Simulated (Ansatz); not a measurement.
Relaxation of CH5AlClFO (10 atoms, charge 0, multiplicity 1), to a largest force component of 0.03 eV/Å in at most 50 steps.

Level of theory: RKS PBE-D4/def2-SVP (Ansatz).

```xyz
10
Properties=species:S:1:pos:R:3
Al -0.264 -0.412 -0.455
F 0.450 0.440 -1.802
C 0.821 -0.935 1.061
O -1.911 -0.851 -0.592
H 0.367 2.461 -1.008
Cl -0.123 3.072 0.052
H 0.188 -1.102 1.955
H 1.360 -1.881 0.845
H 1.579 -0.162 1.299
H -2.466 -0.630 -1.356
```

**Question.** Where does it end, and by what steps?

**Answer.** The run converged. After 7 steps the energy has fallen by 0.214 eV; Cl6 moved furthest, 0.63 Å. Joined: Al1–Cl6.

```tsv
step	energy less start (eV)	largest force component (eV/Å)	accepted
0	0.0000	0.831	yes
1	-0.0972	0.425	yes
2	-0.1645	0.308	yes
3	-0.1996	0.266	yes
4	-0.2062	0.151	yes
5	-0.2119	0.100	yes
6	-0.2138	0.037	yes
7	-0.2142	0.021	yes
```

```xyz
10
Properties=species:S:1:pos:R:3
Al -0.257 -0.130 -0.368
F 0.524 0.571 -1.770
C 0.844 -0.836 1.062
O -1.871 -0.656 -0.606
H 0.267 1.972 -1.063
Cl -0.306 2.472 0.061
H 0.233 -1.030 1.967
H 1.310 -1.797 0.761
H 1.659 -0.138 1.339
H -2.405 -0.428 -1.383
```

Whether the end is a true minimum wasn't checked by a vibrational analysis.

Time of the run: 15 s on 2 threads of Arm Neoverse V2 (shared host), peak memory 0.18 GiB.
